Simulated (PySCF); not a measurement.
**Potential energy of SeBr along the bond**

Set-up: PySCF, no relativity, basis sets Se 6-31G(d,p), Br 6-31G(d,p). Energies in eV from Se + Br in their ground configurations at the same level. State: ²Π (doublet), unpaired electrons π ↑.

```tsv
R (Å)	PBE0	UHF-SCS-MP2	UHF
1.962	-1.162	-0.364	0.6675
2.054	-1.912	-1.174	-0.1406
2.145	-2.311	-1.622	-0.5847
2.213	-2.446	-1.790	-0.7469
2.282	-2.480	-1.854	-0.8022
2.350	-2.439	-1.839	-0.7772
2.442	-2.301	-1.724	-0.6568
2.556	-2.045	-1.372	-0.4438
2.693	-1.677	-0.863	-0.2478
2.875	-1.169	-0.463	-0.1078
```

Task: Put a parabola through the three lowest points of the PBE0 curve and estimate Re, k and ωe (reduced mass 39.71 u; 1 eV/Å² = 0.16022 mdyn/Å; ωe = 1302.8·√(k/μ) cm⁻¹).

Result: Through R = 2.213, 2.282, 2.35 Å the second-order coefficient is 8.00 eV/Å², so Re ≈ 2.278 Å, k ≈ 2.56 mdyn/Å and ωe ≈ 331 cm⁻¹. A polynomial fit of higher order to the unrounded PBE0 energies gives Re = 2.275 Å, k = 2.63 mdyn/Å, ωe = 335 cm⁻¹; anharmonicity and rounding make the difference.

The higher-order fit for each curve: PBE0: Re = 2.275 Å, ωe = 335 cm⁻¹, De = 2.48 eV; UHF: Re = 2.291 Å, ωe = 337 cm⁻¹, De = 0.80 eV. UHF-SCS-MP2 gave no clean fit.

Correlated steps freeze 18 core orbitals. Correlated levels converge slowly with the basis: in double zeta they bind strong bonds too weakly, by up to about 1 eV, and carry superposition errors of some tenths. ⟨S²⟩ of the unrestricted solution departs from its pure value on part of the curve, where spin states mix. Spin–orbit coupling is left out. The state was picked by a PBE0 search and need not be the measured ground state.
